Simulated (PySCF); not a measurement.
## 2,2,2-trifluoro-N,N-dimethylacetamide: proton affinities at several levels

Structure: `CN(C)C(=O)C(F)(F)F` (C4H6F3NO). Optimised structure (Å), atoms numbered from 1:
```
C    -0.7753    0.9580   -0.7397
N    -0.4389   -0.1618    0.1101
C    -1.5443   -1.0099    0.4950
C     0.8086   -0.5411    0.4832
O     1.0655   -1.5120    1.1594
C     1.9845    0.3436   -0.0027
F     1.9011    1.5871    0.4899
F     3.1293   -0.1744    0.3884
F     2.0060    0.4377   -1.3386
H    -1.6782    1.4472   -0.3430
H    -0.9877    0.6316   -1.7723
H     0.0211    1.7065   -0.7653
H    -1.1582   -1.8350    1.1039
H    -2.2831   -0.4377    1.0798
H    -2.0481   -1.4196   -0.3965
```

All levels share the PBE0-D3(BJ)/def2-SVP structures and the GFN2-xTB thermal terms; only the single-point energies (PySCF) change. Values are proton affinities (298 K, kJ/mol).

At ωB97X-D3(BJ)/def2-SVPD (grid 3):
```tsv
quantity	value
O5	855
N2	792
```

Problem. What does ωB97X-D3(BJ)/def2-TZVP give?

Solution. O5: 859 (change 4); N2: 803 (change 11).
